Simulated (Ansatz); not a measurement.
Consider the formal exchange of groups at a C–N bond: `BNC(=O)S` + `C=C[SiH3]` → `C=C[SiH2]C(=O)S` + `BN`.

Computed with Ansatz on PBE0-D4/def2-TZVP structures; ΔE is electronic, products minus reactants. CCSD(T)/CBS adds triple-zeta CCSD(T) − MP2 to the extrapolated MP2 energy (def2 sets, frozen cores). This one scheme is used for every species. DFT in def2-TZVPP. B3LYP here is the variant with VWN-RPA as its local correlation; programs differ in this. One conformer a species, not always the lowest.

```
             level  ΔE (kJ/mol)
            PBE-D4         -7.0
               PBE         -5.5
             B3LYP         -1.2
     HF/def2-TZVPP         19.4
    MP2/def2-TZVPP         -1.2
     HF/def2-QZVPP         18.9
SCS-MP2/def2-QZVPP         -1.9
     MP2/CBS(def2)         -4.6
```

(1) What does CCSD(T)/CBS give? (An estimate is asked.)

Largest T1 diagnostic among the species: 0.016.

Answers

(1) Computed: -4.8 kJ/mol. The listed levels differ from it by -2.2, -0.7, 3.6, 24.2, 3.6, 23.7, 2.9, 0.2 kJ/mol.

In def2-TZVPP, CCSD(T) changes the Hartree–Fock value by −20.7 kJ/mol (the triples alone add −3.1 kJ/mol) and MP2 by −20.5 kJ/mol. From PBE to PBE0 (25 % exact exchange), in def2-TZVPP and without D4, ΔE moves by +7.8 kJ/mol.
